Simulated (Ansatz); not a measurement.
Mulliken charges of C$_{2}$H$_{3}$BF$_{2}$O, SMILES `FB(F)C1CO1` from B3LYP/def2-TZVPP in Ansatz (PBE0-D4/def2-TZVP geometry).

| atom | x (Å) | y (Å) | z (Å) | charge (e) |
| --- | --- | --- | --- | --- |
| F1 | -0.829 | 1.558 | 1.196 | -0.232 |
| B2 | -0.442 | 0.303 | 1.279 | 0.519 |
| F3 | -0.844 | -0.393 | 2.326 | -0.239 |
| C4 | 0.423 | -0.356 | 0.169 | -0.049 |
| C5 | 0.094 | -0.086 | -1.247 | 0.034 |
| O6 | 1.202 | 0.523 | -0.651 | -0.326 |
| H7 | 0.905 | -1.310 | 0.376 | 0.104 |
| H8 | -0.734 | 0.576 | -1.488 | 0.093 |
| H9 | 0.314 | -0.861 | -1.977 | 0.096 |

**Question.** By hand: the dipole of these point charges (1 e Å = 4.8032 D).

**Answer.** Σ q r = (-0.189, -0.432, -0.297) e Å, of length 0.557 e Å = 2.68 D.

**Question.** How does the dipole of the full density compare? (Estimate.)

**Answer.** The calculation gave: (-0.118, -0.334, -0.242) e Å, 2.06 D; the point charges give 1.30 times that, at 4° from its direction.

Point charges leave out the atoms' own dipoles, such as those of lone pairs, and Mulliken's split depends on the basis, so the two needn't agree.

B3LYP here is the variant with VWN-RPA as its local correlation; programs differ in this.
